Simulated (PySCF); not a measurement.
Ge(OH) (GeHO), SMILES [OH][Ge] (connectivity only; charge and spin as stated), neutral, multiplicity 2. Atoms are numbered in the order given.

```xyz
3

Ge    -0.0057     0.4079     0.0000
O      0.1168    -1.4013     0.0000
H     -0.7516    -1.8421     0.0000
```
Charge 0, spin multiplicity 2.

The structure is a stationary point at PBE-D3(BJ)/def2-TZVP.

The numbers are results of CAM-B3LYP/def2-TZVPD (PySCF), not measurements.

Mulliken values depend strongly on the basis, most of all with diffuse functions as here. Atomic charges (e):

```
atom  meta-Löwdin  Mulliken  Mulliken spin
----  -----------  --------  -------------
Ge1          0.35      0.24           0.98
O2          -0.69     -0.57           0.03
H3           0.34      0.33          -0.01
```
